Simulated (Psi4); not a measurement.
HN (SMILES [NH]), triplet, at a GFN2-xTB geometry.

Input for Psi4:
```
memory 2 GB

molecule {
0 3
N    -0.00000000   -0.00000000   -0.12795743
H     0.00000000    0.00000000    0.89570199
}

set {
  basis cc-pvdz
  reference uhf
}

energy('ccsd(t)')
print_variables()
```

**Question.** Estimate the coupled-cluster correlation energy (without the perturbative part) that CCSD(T)/cc-pVDZ (Psi4) returns for this input.

**Answer.** -0.1246 Eh

**Question.** What is the computed total energy (CCSD(T)/cc-pVDZ)?

**Answer.** -55.092606 Ha

These values belong to the state on which the SCF converged, which isn't shown to be the lowest.
